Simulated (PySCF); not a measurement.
## Ionisation energy of Br¹²⁺ by level of theory

Br¹²⁺ [Ar] 3d5 (6S) → Br¹³⁺ [Ar] 3d4 (5D), as a difference of total energies. Computed with PySCF 2.14 in an uncontracted even-tempered set (19 s from 0.69 bohr⁻², ratio 2.5; 13 p from 0.9 bohr⁻², ratio 2.5; 9 d from 0.9 bohr⁻², ratio 2.5; 4 f from 4.7 bohr⁻², ratio 2.7; 4 g from 7 bohr⁻², ratio 2.7), with scalar relativity by spin-free X2C-1e. Correlated levels: outer shells: [Ne] frozen; virtual orbitals above 40 to 60 times the deepest correlated orbital energy dropped. The calculations carry no spin-orbit coupling.

| method | ionisation energy (eV) |
| --- | --- |
| UHF | 393.86 |
| MP2 (outer shells) | 394.71 |
| SCS-MP2 (outer shells) | 394.27 |
| CCSD (outer shells) | 394.49 |
| CCSD(T) (outer shells) | 394.48 |

Q: How much does correlation contribute at CCSD(T) (outer shells)?

A: 394.48 − (393.86) = 0.62 eV, measured against UHF.

The reference lies between the lowest fine-structure levels, while these numbers refer to the centres of the terms.

For comparison: 393 ± 3 eV (theoretical estimate listed by NIST; NIST Atomic Spectra Database, ionization energies).
